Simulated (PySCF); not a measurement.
## Electron correlation in Bi (bismuth, neutral)

[Xe] 4f14 5d10 6s2 6p3, high-spin 4S determinant. Calculation: PySCF 2.14, in aug-cc-pVQZ-PP with ECP60MDF; a scalar-relativistic core potential. Frozen: 5s2 5p6 5d10; 5 electrons correlated.

| level | correlation energy (mhartree) |
| --- | --- |
| CCSD | -65.07 |
| (T) | -2.12 |
| CCSD(T) | -67.19 |

Diagnostics: T1 = 0.0047, D1 = 0.0118, largest double amplitude 0.026.

Problem. Is a single reference adequate?

Solution. Yes, within this model without spin-orbit coupling: T1 lies below 0.03 and no double amplitude reaches 0.07.

Spin-orbit coupling is strong in this species, so the high-spin LS determinant is a model state.
